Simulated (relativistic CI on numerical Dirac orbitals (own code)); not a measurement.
# Rh+ (4d8) in a crystal field

Calculated by Dirac-Coulomb-Breit CI, KLI orbitals optimised for each configuration, QED by a radiative potential, valence Slater integrals scaled by 0.65, one configuration in a parametric crystal field (own radial code).

Field parameters in Wybourne normalisation: Oh B⁴₀ = 21Dq, B⁴₄ = √(5/14) B⁴₀. The field is a parameter set, without covalency.

S is read from ⟨S²⟩ = S(S + 1).

Powder χT (cm³ K mol⁻¹) by Van Vleck's formula, with temperature-independent terms:

```
                Field   2 K   5 K  10 K  20 K  50 K  100 K  200 K  300 K
 Oh, 10Dq = 3450 cm⁻¹  2.02  2.02  2.02  2.03  2.05   2.07   2.13   2.19
Oh, 10Dq = 17200 cm⁻¹  1.25  1.25  1.25  1.25  1.26   1.26   1.27   1.29
Oh, 10Dq = 19950 cm⁻¹  1.22  1.22  1.22  1.22  1.22   1.23   1.24   1.25
Oh, 10Dq = 22750 cm⁻¹  1.19  1.19  1.19  1.19  1.19    1.2   1.21   1.22
Oh, 10Dq = 25500 cm⁻¹  1.17  1.17  1.17  1.17  1.17   1.18   1.19   1.19
Oh, 10Dq = 28250 cm⁻¹  1.15  1.15  1.15  1.16  1.16   1.16   1.17   1.18
Oh, 10Dq = 31000 cm⁻¹  1.14  1.14  1.14  1.14  1.14   1.15   1.15   1.16
Oh, 10Dq = 33750 cm⁻¹  1.13  1.13  1.13  1.13  1.13   1.14   1.14   1.15
```

Question: For Oh, 10Dq = 3450 cm⁻¹: what effective moment follows at 300 K?

Answer: μ_eff = √(8χT) = 4.19 μB. The ground level has S = 1.00; the spin-only moment for S = 1 is 2.83 μB. The difference comes from the orbital moment, spin-orbit mixing of terms and temperature-independent paramagnetism, all larger in this ionic model than in covalent complexes.
